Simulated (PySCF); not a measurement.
Isomers of [C7H4BrO2]-, one conformer each; single-point electronic energies without zero-point terms and without any empirical dispersion term.

Computed with PySCF at B3LYP/def2-SVPD, non-relativistic, each on one gas-phase PBE0-D3(BJ)/def2-SVP geometry that isn't relaxed in the solvent. The solvent is an IEF-PCM continuum (cavity from Bondi-type radii × 1.2). Specific hydrogen bonds and non-electrostatic terms are outside this model. Spin–orbit coupling is left out although an atom past zinc is present.

| isomer | relative energy, gas (kJ/mol) |
| --- | --- |
| `O=C([O-])c1cccc(Br)c1` | 0.0 |
| `c1c(ccc(C([O-])=O)c1)Br` | 0.2 |

Q: How do the relative energies look in chloroform (ε = 4.711)?

A: 
```json
{"isomer": "`O=C([O-])c1cccc(Br)c1`", "relative energy, solvent (kJ/mol)": "0.0", "E(solvent) − E(gas) (kJ/mol)": "-187.4"}
{"isomer": "`c1c(ccc(C([O-])=O)c1)Br`", "relative energy, solvent (kJ/mol)": "0.1", "E(solvent) − E(gas) (kJ/mol)": "-187.4"}
```

The order is unchanged. The gains span 0.0 kJ/mol, the gas-phase energies 0.2 kJ/mol.
